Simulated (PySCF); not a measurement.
## How methods differ on the ionisation energy of Tc²⁺

Tc²⁺ [Kr] 4d5 (6S) → Tc³⁺ [Kr] 4d4 (5D), as a difference of total energies. Computed with PySCF 2.14 in x2c-SVPall (6s5p5d1f, 53 functions), with the spin-free X2C one-electron Hamiltonian (Gaussian nucleus). Correlated levels: valence: [Kr] frozen. The calculations carry no spin-orbit coupling.

Task: Order these methods by the ionisation energy they give, lowest first.
A. MP2 (valence)
B. TPSS
C. UHF
D. SCS-MP2 (valence)

Result: C (28.810 eV), D (28.985 eV), A (29.335 eV), B (29.812 eV).

The reference lies between the lowest fine-structure levels, while these numbers refer to the centres of the terms.

Errors of the correlated levels include the incompleteness of this basis and the frozen core.

For comparison: 29.55 eV (semi-empirical (NIST evaluation); NIST Atomic Spectra Database, ionization energies).
